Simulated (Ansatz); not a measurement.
`FC([SiH3])CCl` + `CBNC` → `CBNC[SiH3]` + `FCCCl`  (formal exchange of groups at the Si–C bond)

Isolated molecules relaxed with PBE0-D4/def2-TZVP in Ansatz; ΔE leaves out vibrations. CBS: MP2 limit from def2 TZ/QZ plus the TZ coupled-cluster correction, frozen cores. This one scheme is used for every species. Functionals use def2-TZVPP. B3LYP here is the variant with VWN-RPA as its local correlation; programs differ in this. One conformer a species, not always the lowest.

(1) Is it downhill or uphill in electronic energy at CCSD(T)/CBS, and by how much? (Estimate.)

(2) What do these levels give: PBE-D4, r2SCAN-D4, B3LYP-D4, ωB97X-V, ωB97M-V, PBE, r2SCAN, B3LYP, HF/def2-TZVPP, MP2/def2-TZVPP, CCSD(T)/def2-TZVPP, HF/def2-QZVPP? (An estimate is asked.)

Largest T1 diagnostic among the species: 0.012.

Answers

(1) Ansatz gave: Downhill: ΔE = -9.9 kJ/mol.

(2) Computed: PBE-D4 -6.8, r2SCAN-D4 -7.1, B3LYP-D4 -8.2, ωB97X-V -8.8, ωB97M-V -8.4, PBE -7.1, r2SCAN -7.0, B3LYP -8.7, HF/def2-TZVPP -14.6, MP2/def2-TZVPP -11.9, CCSD(T)/def2-TZVPP -10.9, HF/def2-QZVPP -14.6 kJ/mol.
